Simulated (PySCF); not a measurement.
ClH6NSSi2, SMILES N[SiH2]S[SiH2]Cl.

The structure is a stationary point at B3LYP-D3(BJ)/def2-SVP. This is a generated structure with no PubChem entry under its InChIKey; it may be hypothetical. The values are those of a single conformer.

The numbers are results of PySCF with TDA-PBE/def2-SVPD, not measurements.

Vertical excitations. Isolated molecule, no solvent.

Computed excitation energies, oscillator strengths and character:
```json
[
 {"state": "S1", "energy (eV)": "5.23", "λ (nm)": "237", "f": "0.014", "main pairs": "HOMO→LUMO 94 %"},
 {"state": "S2", "energy (eV)": "5.57", "λ (nm)": "223", "f": "0.012", "main pairs": "HOMO−1→LUMO 71 %, HOMO→LUMO+1 23 %"},
 {"state": "S3", "energy (eV)": "5.61", "λ (nm)": "221", "f": "0.027", "main pairs": "HOMO→LUMO+1 69 %, HOMO−1→LUMO 24 %"},
 {"state": "S4", "energy (eV)": "5.82", "λ (nm)": "213", "f": "0.027", "main pairs": "HOMO→LUMO+2 87 %"},
 {"state": "S5", "energy (eV)": "5.97", "λ (nm)": "208", "f": "0.020", "main pairs": "HOMO−1→LUMO+1 61 %, HOMO→LUMO+3 31 %"},
 {"state": "S6", "energy (eV)": "6.03", "λ (nm)": "206", "f": "0.010", "main pairs": "HOMO→LUMO+3 60 %, HOMO−1→LUMO+1 29 %"},
 {"state": "S7", "energy (eV)": "6.18", "λ (nm)": "201", "f": "0.004", "main pairs": "HOMO−1→LUMO+2 97 %"},
 {"state": "S8", "energy (eV)": "6.36", "λ (nm)": "195", "f": "0.001", "main pairs": "HOMO→LUMO+4 60 %, HOMO−1→LUMO+3 28 %"},
 {"state": "S9", "energy (eV)": "6.44", "λ (nm)": "193", "f": "0.010", "main pairs": "HOMO→LUMO+5 91 %"},
 {"state": "S10", "energy (eV)": "6.52", "λ (nm)": "190", "f": "0.042", "main pairs": "HOMO−1→LUMO+3 51 %, HOMO→LUMO+4 19 %, HOMO−1→LUMO+4 17 %"},
 {"state": "T1", "energy (eV)": "4.98", "λ (nm)": "249", "f": "0", "main pairs": "HOMO→LUMO 98 %"},
 {"state": "T2", "energy (eV)": "5.26", "λ (nm)": "236", "f": "0", "main pairs": "HOMO→LUMO+1 96 %"},
 {"state": "T3", "energy (eV)": "5.41", "λ (nm)": "229", "f": "0", "main pairs": "HOMO−1→LUMO 96 %"},
 {"state": "T4", "energy (eV)": "5.56", "λ (nm)": "223", "f": "0", "main pairs": "HOMO→LUMO+2 94 %"}
]
```
Triplets are in the Tamm–Dancoff approximation.
